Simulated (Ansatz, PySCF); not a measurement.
H7NO2Si2, SMILES [Si](N)([SiH3])(O)O. Atoms are numbered in the order given.

```xyz
12

N      1.8035     0.6197     0.3588
Si     0.3142    -0.2358     0.1161
O      0.5867    -1.3138    -1.1242
O     -0.0824    -0.9167     1.5838
Si    -1.5804     0.9647    -0.5280
H      1.8843     1.2526     1.1508
H      2.2800     1.0170    -0.4471
H      1.4278    -1.7879    -1.0868
H      0.6495    -1.3242     2.0651
H     -1.3215     1.6681    -1.8243
H     -2.7846     0.0947    -0.6965
H     -1.8936     2.0103     0.4972
```
Charge 0, spin multiplicity 1.

The structure is a stationary point at r2SCAN-D4/def2-SVP. The structure was generated by enumeration, and PubChem lists no compound with its InChIKey, so it may never have been made. The values are those of a single conformer.

Two levels are set side by side: PBE-D3(BJ)/def2-SVP (Ansatz, a first-principles code) and r2SCAN-D4/def2-SVP (Ansatz). Each level has its own optimised geometry; the coordinates shown are those of the second. Frequencies come from the Hessian of PySCF at each geometry. Differences are taken from unrounded values.

```
quantity                            r2SCAN-D4  PBE-D3(BJ)  PBE-D3(BJ) minus r2SCAN-D4
----------------------------------  ---------  ----------  --------------------------
mean bond length (Å)                    1.441       1.452                       0.010
bond N1–Si2 (Å)                         1.735       1.748                       0.013
bond Si2–O3 (Å)                         1.666       1.681                       0.015
bond Si2–O4 (Å)                         1.666       1.681                       0.015
bond Si2–Si5 (Å)                        2.334       2.341                       0.007
bond N1–H6 (Å)                          1.017       1.024                       0.007
bond N1–H7 (Å)                          1.017       1.024                       0.007
bond O3–H8 (Å)                          0.966       0.975                       0.009
bond O4–H9 (Å)                          0.966       0.975                       0.009
bond Si5–H10 (Å)                        1.497       1.507                       0.010
bond Si5–H11 (Å)                        1.495       1.505                       0.010
bond Si5–H12 (Å)                        1.497       1.507                       0.010
highest harmonic wavenumber (cm⁻¹)       3849        3726                        -123
mean harmonic wavenumber (cm⁻¹)          1163        1133                         -30
zero-point energy (kcal/mol)            49.87       48.58                       -1.29
```
